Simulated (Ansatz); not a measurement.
AlCl$_{4}$, charge -1, singlet, at a GFN2-xTB geometry (such geometries of metal compounds can be far from the true shape) (a gas-phase anion, which may not be bound at this level); HF/def2-SVP run with Ansatz (a program for electronic structure).

Input for Ansatz:
Ansatz 0.2 input:
```yaml
crystal:
  periodic: [false, false, false]
  atoms:
    - {symbol: Cl, position_ang: [-1.65839443, -0.37089430, -1.25730454]}
    - {symbol: Al, position_ang: [0.00000000, 0.00000000, 0.00000000]}
    - {symbol: Cl, position_ang: [0.00812152, 2.03452580, 0.57383638]}
    - {symbol: Cl, position_ang: [1.78590719, -0.44613033, -1.03930391]}
    - {symbol: Cl, position_ang: [-0.13563427, -1.21750117, 1.72277208]}
basis:
  gaussian:
    orbitals: def2-SVP
hamiltonian:
  xc: hf
total_charge: -1
```

What the program printed (banner, timings and long lists left out):

```
Functional definition: HF
790 factors; integrals over basis functions are off by at most 6.3e-4 eV
mean field evaluation 1: about -56588.7995 eV, gradient 1.8e1 eV
mean field evaluation 2: about -56589.0080 eV, gradient 1.9e1 eV
mean field evaluation 4: about -56590.1513 eV, gradient 1.2e0 eV
mean field evaluation 8: about -56590.1779 eV, gradient 1.8e-5 eV
mean field -56590.17796220 eV, -2079.6506819107 hartree, gradient 1.6e-5 eV, S^2 0.000000; 0 other end points of the search recorded, 0 dependent functions left out
reference -56590.17796220 eV, -2079.6506819107 hartree; 41, 41 occupied and 49, 49 virtual orbitals, 790 factors
Total energy: -56590.17796220 eV, -2079.6506819107 hartree
```
